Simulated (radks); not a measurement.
Excited configurations of Zr IV: one electron is placed in a higher orbital outside [Kr]. The ground configuration is [Kr] 4d1. Method: scalar-relativistic Kohn-Sham, SCAN, spin-polarised, spherical densities, finite nucleus; open shells are filled with parallel spins first (spin-orbit coupling, left out, can overturn this in heavy ions); meta-GGA in the generalised Kohn-Sham scheme; Fermi nuclear charge, rms radius 4.2694 fm; computed with a radial shooting solver on a logarithmic mesh with Libxc functionals. Excitation = E - E(ground); binding = E(ion) - E, where the ion is the core of charge +4; n* = 4/sqrt(2 binding) in atomic units, and the quantum defect is n - n*.

| outer orbital | excitation (eV) | binding (eV) | eigenvalue (eV) | <r> (bohr) |
|---|---|---|---|---|
| 4f | 19.555 | 14.308 | -11.990 | 3.962 |
| 5p | 10.023 | 23.840 | -21.338 | 3.314 |
| 5f | 24.395 | 9.468 | -8.218 | 6.989 |
| 6p | 20.490 | 13.373 | -12.029 | 5.996 |
| 6d | 23.834 | 10.029 | -8.941 | 7.542 |
| 7p | 25.257 | 8.606 | -7.765 | 9.412 |
| 7d | 27.050 | 6.813 | -6.121 | 11.43 |
| 7f | 28.993 | 4.870 | -4.337 | 15.39 |

The Delta-SCF ionisation energy is 33.863 eV (NIST Atomic Spectra Database: 34.418 eV, measured). Self-interaction in the functional shifts the binding energies and quantum defects, so they are the method's values and not measured ones. Open shells are spherical and high-spin; term and fine-structure splittings are not resolved.
